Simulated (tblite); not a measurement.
What does the GFN2-xTB structure of `C#C[Si@H](Cl)S/C=C/CCC` look like in three dimensions?

```
atom  x, y, z in Å
C1    -5.9160   -0.5411    0.4163
C2    -4.7349   -0.5968    0.2005
Si3   -2.9189   -0.6526   -0.1062
Cl4   -1.9757   -1.5919    1.4140
S5    -2.3780    1.4406   -0.2015
C6    -0.6191    1.4715   -0.2384
C7     0.2013    0.4736   -0.5230
C8     1.6906    0.5925   -0.5029
C9     2.2941   -0.3085    0.5801
C10    3.8159   -0.2603    0.5684
H11   -6.9507   -0.4939    0.6009
H12   -2.6281   -1.3176   -1.3694
H13   -0.2548    2.4623   -0.0131
H14   -0.1802   -0.5113   -0.7563
H15    1.9821    1.6291   -0.3236
H16    2.0872    0.2904   -1.4768
H17    1.9239    0.0129    1.5560
H18    1.9614   -1.3367    0.4203
H19    4.2006   -0.5995   -0.3912
H20    4.2231   -0.9007    1.3474
H21    4.1672    0.7549    0.7391
```

Any rigid rotation of these coordinates is as good. Atoms count from 1 in this order. The C–C distances run from 1.202 Å (C1≡C2, drawn triple) to 1.533 Å (C8–C9, drawn single), a spread of 0.331 Å. Si3 (chlorine-bound silicon) is distorted tetrahedral (angles from 103.0° to 111.5°). Of the pairs four or more bonds apart, Si3···H14 is among the closest relative to their van der Waals radii: 2.82 Å, 85 % of the sum of Bondi's values.

Bonds between heavy atoms (Å): C1≡C2 1.202, C2–Si3 1.843, Si3–Cl4 2.021, Si3–S5 2.164, S5–C6 1.760, C6=C7 1.323, C7–C8 1.494, C8–C9 1.533, C9–C10 1.523.

The geometry is computed with GFN2-xTB (gas phase).

Point group: C1 (no symmetry element, even within 0.4 Å). Its lowest GFN2-xTB frequency is 10 cm⁻¹, too small to tell a flat minimum from a shallow saddle. The numbers are those of one conformer (C2–Si3–S5–C6 171°, Si3–S5–C6–C7 17°, C6–C7–C8–C9 116°, C7–C8–C9–C10 177°). 3 starts were optimised and ended at 0.00, 0.44 and 0.49 kcal/mol (GFN2-xTB); the lowest of these is shown.

On Arm Neoverse V2, one thread, shared host with 32 logical CPUs at a one-minute load of 32, this took 1.5 s of wall time. That covers the optimisation of the geometry.
